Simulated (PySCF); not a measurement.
CdMe(SeMe), C₂H₆CdSe (singlet state).
Cartesian coordinates in Å at the PBE0-D3(BJ)/def2-SVP level; atoms count from 1:
```
atom  x, y, z in Å
Cd1    0.284   -0.747    0.564
C2     0.159   -0.490    2.658
H3    -0.875   -0.266    2.959
H4     0.810    0.336    2.981
H5     0.481   -1.410    3.169
Se6    0.442   -1.090   -1.877
C7    -0.205    0.658   -2.502
H8    -1.222    0.866   -2.146
H9    -0.223    0.600   -3.599
H10    0.473    1.467   -2.203
```

The calculation used PBE0-D3(BJ)/def2-SVP geometry optimisation, gas phase, def2 core potentials past Kr (PySCF).

(1) Which atoms are bound to Cd1, and at what distances?

(2) What is the shape at Cd1?

(3) What are the other bond lengths?

(4) Give some angles away from the centre.

(5) What are the rotational constants (commonest isotopes, rigid rotor)?

## Answers

(1) 2 atoms: C2 2.113 Å, Se6 2.470 Å. The nearest atom not counted as bound is H5, at 2.69 Å (others tie with it).

(2) Linear: angle 179.0°.

(3) C2–H3, C2–H4, C2–H5 1.100 Å; Se6–C7 1.966 Å; C7–H8, C7–H9, C7–H10 1.098 Å.

(4) Cd1–Se6–C7 99.8°.

(5) A = 9336, B = 1009, C = 921.0 MHz: a near-prolate asymmetric top.

Point group: near Cs, missed by 0.10 Å at most; the miss may be what the optimiser left on a soft mode. Charge 0, singlet. Stationary, but not proved a minimum.
